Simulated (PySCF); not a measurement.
Se (selenium, neutral) across methods

[Ar] 3d10 4s2 4p3 4d1, high-spin 5D determinant (an excited configuration). All numbers are calculated (PySCF 2.14, scalar relativity through the core potential, in aug-cc-pwCVDZ-PP with ECP10MDF). The B2PLYP total includes its PT2 part (frozen core); its orbital energies are those of the SCF part.

```csv
method,E (hartree),mean ε 4s β (eV),mean ε 4p α (eV),mean ε 4d α (eV),Σ⟨r²⟩ (bohr²),⟨S²⟩
r2SCAN,-372.6504,-17.495,-9.554,2.405,44.24,6.001
BLYP,-372.7354,-17.571,-8.615,2.714,44.58,6.000
UHF,-371.52616,-20.421,-14.184,-0.007,44.48,6.001
PBE0,-372.7461,-18.462,-10.464,1.677,44.35,6.001
B97-3,-372.8056,-18.475,-10.414,1.745,44.39,6.001
PBEsol,-372.4148,-17.343,-8.999,2.434,44.50,6.000
B2PLYP,-372.3681,-19.518,-11.641,1.272,44.39,6.000
LDA,-372.2192,-17.810,-9.053,2.513,44.50,6.000
PBE,-372.7771,-17.327,-8.993,2.380,44.51,6.000
```

Energies and moments cover only the electrons outside the core potential. The outer electron is Rydberg-like, and this basis confines it to a smaller radius and binds it less than a complete one would.

The highest occupied level is positive at r2SCAN, BLYP, PBE0, B97-3, PBEsol, B2PLYP, LDA, PBE: only the finite basis holds that electron, which in a density functional comes from self-interaction.
